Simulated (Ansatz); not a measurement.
Reaction (redistribution): `P[SiH2][SeH]` + `O[SiH](F)[SiH3]` → `O[SiH]([SiH3])P` + `F[SiH2][SeH]`

Gas-phase electronic energies from Ansatz, PBE0-D4/def2-TZVP geometries. CCSD(T)/CBS adds triple-zeta CCSD(T) − MP2 to the extrapolated MP2 energy (def2 sets, frozen cores). DFT in def2-TZVPP. For Se outer-core shells are correlated without core-valence functions, which leaves a few kJ/mol of doubt a bond. Scalar relativity is left out up to krypton. Each species was taken in one conformer, which may not be the lowest.

```csv
level,ΔE (kJ/mol)
r2SCAN-D4,10.6
ωB97M-V,12.0
B2PLYP,12.2
SCS-MP2/def2-TZVPP,12.4
CCSD(T)/def2-TZVPP,12.5
HF/def2-QZVPP,14.6
HF/CBS(def2),14.5
MP2/CBS(def2),11.8
```

(1) What does CCSD(T)/CBS give? (Best estimate.)

Largest T1 diagnostic among the species: 0.014.

Answers

(1) Computed: +12.1 kJ/mol. The listed levels differ from it by -1.5, -0.1, 0.1, 0.3, 0.4, 2.5, 2.4, -0.3 kJ/mol.
